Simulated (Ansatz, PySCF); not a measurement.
Reaction (SMILES): N[Si](F)(F)F -> N[Si](F)F + F atom (the F-Si bond at the site shown breaks; other sites are not compared here)
Geometries: B3LYP-D3(BJ)/def2-TZVP minima from Ansatz (an electronic-structure program), one conformer each, not searched for the lowest. Frequencies are from Ansatz or PySCF.
Geometry of the first species:
```
Si
F 1 1.5800
F 1 1.5800 2 110.23
F 1 1.5841 2 105.72 3 113.80
N 1 1.6755 2 109.62 4 125.44
H 5 1.0060 1 122.47 2 -38.32
H 5 1.0060 6 112.93 1 163.76
```
Charge 0, spin multiplicity 1.

Property: bond dissociation energy (enthalpy at 298 K, with B3LYP-D3(BJ) rigid-rotor harmonic-oscillator terms), in kJ/mol. Cores are frozen in the correlated levels unless marked. Open shells are spin-unrestricted. Spin-orbit coupling is left out. No relativistic terms. CBS marks a two-point X^-3 extrapolation of the correlation energy; Hartree-Fock from the larger set.

| level | program | bond dissociation energy (kJ/mol) | minus last row |
|---|---|---|---|
| BLYP-D4/def2-TZVPD | Ansatz + dftd4 | 657.6 | -42.1 |
| B3LYP-D4/def2-TZVPD | Ansatz + dftd4 | 663.4 | -36.3 |
| B2GP-PLYP/def2-TZVPD | Ansatz | 677.2 | -22.5 |
| SCS-MP2/aug-cc-pV(Q+d)Z | Ansatz | 709.9 | 10.2 |
| CCSD(T)/cc-pV(T+d)Z | Ansatz | 679.5 | -20.2 |
| CCSD(T)/cc-pwCVTZ | Ansatz | 684.1 | -15.6 |
| CCSD(T)/CBS(aug-cc-pV(T+d)Z,aug-cc-pV(Q+d)Z) | Ansatz | 699.7 | 0.0 |
